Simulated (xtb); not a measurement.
C5H10O, SMILES C1CC1OCC. All values are semi-empirical tight-binding results from xtb (GFN2-xTB unless named), good for trends rather than for accurate numbers. Geometry optimised at GFN2-xTB. Other conformers were not sampled.

```json
{
 "orbital_gap": "9.07 eV",
 "dipole_moment": "1.28 D",
 "zero_point_energy": "87.4 kcal/mol",
 "G − E(el) at 298.15 K (modified RRHO)": "67.9 kcal/mol",
 "static polarisability (D4 model)": "63.2 bohr³",
 "solvation energy, GFN2-xTB/ALPB(water)": "-1.6 kcal/mol",
 "solvation energy, GFN2-xTB/ALPB(ether)": "-5.7 kcal/mol"
}
```

Computed IR lines (harmonic; lines under 4 % of the strongest left out, lines within 3 cm⁻¹ merged):
ν (cm⁻¹): 95 (w), 349 (w), 840 (w), 868 (w), 939 (m), 982 (m), 1084 (w), 1095 (m), 1133 (vs), 1152 (m), 1177 (s), 1337 (s), 1361 (m), 1400 (w), 1473 (m), 1494 (w), 2837 (vs), 2875 (s), 2937 (vs), 3046 (m), 3051 (m), 3055 (m), 3090 (m), 3094 (m), 3104 (m), 3123 (s) (against the strongest line: vs over 80 %, s over 45 %, m over 15 %, w over 4 %, vw less)
